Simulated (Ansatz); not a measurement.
`[SiH2]/C=C/[SiH2]Cl` radical. Charge 0, multiplicity 2.

Z-matrix (Å, degrees):
```
Si
Cl 1 2.062
C 1 1.849 2 110.3
H 1 1.483 2 106.4 3 121.5
H 1 1.483 2 108.4 3 -119.3
C 3 1.348 1 122.3 2 -118.8
H 3 1.090 1 118.8 2 62.1
Si 6 1.835 3 124.4 1 177.7
H 6 1.091 3 118.3 1 1.9
H 8 1.485 6 112.7 3 19.7
H 8 1.485 6 113.9 3 150.5
```

Question: List the harmonic frequencies (cm⁻¹, unscaled) at PBE0-D4/def2-TZVP in Ansatz. (Estimate.)

Answer: Ansatz gave: 54, 93, 154, 218, 241, 263, 508, 541, 567, 615, 694, 754, 771, 821, 863, 915, 944, 1023, 1191, 1304, 1551, 2215, 2237, 2245, 2246, 3118, 3130.

Question: Is this a minimum?

Answer: Yes, all 27 modes are real.

Question: Give the ideal-gas thermochemistry at 298.15 K and 1 bar (rigid rotor, harmonic oscillator; point group C1, symmetry number 1).

Answer: Zero-point energy 175.1 kJ/mol; H(298) − E = 198.3 kJ/mol; entropy 377.8 J/(mol·K), of which translation 168.7, rotation 119.7, vibration 83.6, electronic 5.8; G(298) − E = 85.6 kJ/mol. Modes under 100 cm⁻¹ are hindered rotations or soft bends, so the harmonic entropy is rough.

Question: Rotational constants (cm⁻¹)?

Answer: 0.2692, 0.02619, 0.02481.
